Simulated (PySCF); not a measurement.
## C₅H₉FO₂Si: full NMR table

```yaml
Formula: C5H9FO2Si
SMILES: CO[SiH2]CC(=C=O)CF
Point_group_of_the_computed_structure: C1
Degrees_of_unsaturation: 2
Carbon_signals: 5
Proton_signals: 4
```

Molfile (atoms numbered from 1):
```
C5H9FO2Si
     RDKit          3D

 18 17  0  0  0  0  0  0  0  0999 V2000
    1.1476    1.7906   -1.8861 C   0  0  0  0  0  0  0  0  0  0  0  0
    0.4197    0.8466   -1.1562 O   0  0  0  0  0  0  0  0  0  0  0  0
    0.5354   -0.7705   -1.2178 Si  0  0  0  0  0  4  0  0  0  0  0  0
   -0.7443   -1.3592    0.0630 C   0  0  0  0  0  0  0  0  0  0  0  0
   -0.5320   -0.7434    1.4266 C   0  0  0  0  0  0  0  0  0  0  0  0
    0.0452   -1.4009    2.3845 C   0  0  0  0  0  0  0  0  0  0  0  0
    0.5999   -1.9880    3.2263 O   0  0  0  0  0  0  0  0  0  0  0  0
   -1.0881    0.6293    1.6663 C   0  0  0  0  0  0  0  0  0  0  0  0
   -2.4448    0.5704    1.9365 F   0  0  0  0  0  0  0  0  0  0  0  0
    2.2185    1.6791   -1.7054 H   0  0  0  0  0  0  0  0  0  0  0  0
    0.8282    2.7830   -1.5670 H   0  0  0  0  0  0  0  0  0  0  0  0
    0.9612    1.6784   -2.9559 H   0  0  0  0  0  0  0  0  0  0  0  0
    1.8849   -1.2102   -0.8507 H   0  0  0  0  0  0  0  0  0  0  0  0
    0.1995   -1.2831   -2.5506 H   0  0  0  0  0  0  0  0  0  0  0  0
   -1.7610   -1.1296   -0.2556 H   0  0  0  0  0  0  0  0  0  0  0  0
   -0.6698   -2.4426    0.1341 H   0  0  0  0  0  0  0  0  0  0  0  0
   -0.6271    1.1170    2.5301 H   0  0  0  0  0  0  0  0  0  0  0  0
   -0.9815    1.2396    0.7663 H   0  0  0  0  0  0  0  0  0  0  0  0
  1  2  1  0
  2  3  1  0
  3  4  1  0
  4  5  1  0
  5  6  2  0
  6  7  2  0
  5  8  1  0
  8  9  1  0
  1 10  1  0
  1 11  1  0
  1 12  1  0
  3 13  1  0
  3 14  1  0
  4 15  1  0
  4 16  1  0
  8 17  1  0
  8 18  1  0
M  END
```

- NMR shieldings at PBE0/pcSseg-1/GIAO
- GFN2-xTB geometry
- program: PySCF 2.14.0 with density-fitted response routines
- gas phase, one computed conformer, no relativistic terms, rapidly exchanging positions averaged

δ = σ(ref) − σ, references computed at the same level: TMS for ¹H (σref 31.72) and ¹³C (σref 186.93) and ²⁹Si (σref 349.16); CFCl3 for ¹⁹F (σref 170.95); ¹⁷O (σref 336.08) vs H2O.

```tsv
carbon	δC, type	δH (multiplicity)	HMBC from (2–3 bonds)	span of the C tensor (ppm)
C1	54.3, CH3	3.82 (s)	H13/H14	81
C4	10.1, CH2	1.52 (t)	H17/H18, H13/H14	19
C5	29.8, C	–	H17/H18, H13/H14, H15/H16	48
C6	206.8, C	–	H17/H18, H15/H16	194
C8	86.4, CH2	5.63 (m)	H15/H16	104
```

Other nuclei:
```tsv
atoms	nucleus	environment	δ (ppm)	σ (ppm)
H13/H14	¹H	hydrogen on a silicon bonded to C, O	4.97	26.75
F9	¹⁹F	fluorine on an sp3 carbon	-232.1	403.1
Si3	²⁹Si	silicon bonded to C, O, 2 H	-14.7	363.8
O7	¹⁷O	carbonyl oxygen	394.9	-58.8
O2	¹⁷O	oxygen bonded to C, Si	-5.5	341.6
```

Carbon types of the structure: 2 × C, 2 × CH2, 1 × CH3, leaving 2 H on heteroatoms. δC 206.8: central carbon of a ketene. δC 86.4: allylic sp3 CH2 bonded to F; deshielded by the electronegative neighbour. δC 10.1: allylic sp3 CH2 bonded to Si; an electropositive neighbour leaves it electron-rich and shielded. δH 5.63: hydrogen on an allylic sp3 CH2 bonded to F; its carbon carries F, hence the downfield position. δH 1.52: hydrogen on an allylic sp3 CH2 bonded to Si; allylic position.

Splittings by ¹⁹F in the carbon and heteronuclear signals aren't shown, as no couplings were computed. Shifts are as computed. Against solution values, carbons near 30 ppm lie about +3 ppm off and those near 130 ppm about +5 ppm. Of 1309 compounds with measured shifts, 239 miss one by over three times the rms of a fit or turn the order of signals round; such compounds aren't used in these exercises. Unscaled 19F shifts against computed CFCl3 carry errors that often reach 10 to 50 ppm. Unscaled 17O shifts of doubly bonded oxygen tend to come out too high, by tens of ppm or more. Experimental scales use liquid or dissolved standards, which lie at an offset from isolated H2O (liquid H2O: subtract about 36 ppm). Multiplicities follow the n + 1 count of equivalent neighbours, as no J values were calculated; m marks all less simple cases, F and P coupling included.
